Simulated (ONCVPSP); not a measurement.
# tin, ONCV: configuration errors across variants

| Property | Result |
| --- | --- |
| Element | Sn |
| Generator | ONCVPSP 4.0.1 |
| Type | optimised norm-conserving Vanderbilt (ONCV) |
| Functional | Wu-Cohen |
| Relativity | scalar-relativistic |
| Frozen core | [Ar] 3d10 4s2 |
| Valence charge | 20 |
| Reference configuration | 4p6 4d10 5s2 5p2 |
| Partial waves | 5s: rc 1.90 bohr, ncon 4, nbas 9, qcut 3.3 1/bohr, 2 projectors, debl 3.1 Ha; 4p+5p: rc 1.25 bohr, ncon 4, nbas 8, qcut 9.5 1/bohr, 2 projectors; 4d: rc 1.00 bohr, ncon 4, nbas 8, qcut 8.3 1/bohr, 2 projectors, debl 2.8 Ha |
| Local potential | polynomial inside 0.60 bohr (lpopt 2, dvloc0 2 Ha) |
| Core correction | Teter function, fcfact 5, rcfact 1.6 |

All-electron excitation energies from the reference (eV): (1) 4p6 4d10 5s2 5p1 6.904; (2) 4p6 4d10 5s2 5p0 20.890; (3) 4p6 4d10 5s1 5p0 51.936; (4) 4p6 4d9 5s2 5p2 32.639.

A true bound ghost makes a file unfit for plane-wave use even where its test errors are small: the radial tests pick states by their node count and pass the ghost by.

Errors AE − PS in meV (a dash: test not solved or not reliable):

| change | (1) | (2) | (3) | (4) | bound ghosts | GHOST(+) flags above zero |
| --- | --- | --- | --- | --- | --- | --- |
| base | -1.5 | -5.9 | -13 | -38 | s | s |
| core correction Teter function fitted to the true core (icmod 2), fcfact 0.5 | -1.5 | -5.8 | -12 | -34 | s | s |
| local potential polynomial inside 0.60 bohr (lpopt 2, dvloc0 3.5 Ha) | -1.5 | -5.9 | -13 | -38 | s | s |
| core correction Teter function, fcfact 2.3, rcfact 1.6 | -1.5 | -5.8 | -13 | -36 | s | s |
| p: qcut 5.5 | -1.5 | -5.7 | -13 | -39 | s | s |
| d: nproj 3 | -1.5 | -5.9 | -13 | -38 | s, d | s, d |
| all radii but the core radius scaled by about 0.96 (s 1.82, p 1.20, d 0.96 bohr); local potential polynomial inside 0.58 bohr (lpopt 2, dvloc0 2 Ha) | -1.5 | -5.7 | -12 | -38 | s | s |
| s: rc 2.74 | -1.0 | -1.2 | -40 | +27 | s | s |

Give the same row for: core correction Teter function, fcfact 5, rcfact 1.02.

-1.5, -5.7, -12, -33; bound ghosts: s; GHOST(+) flags above zero: s.
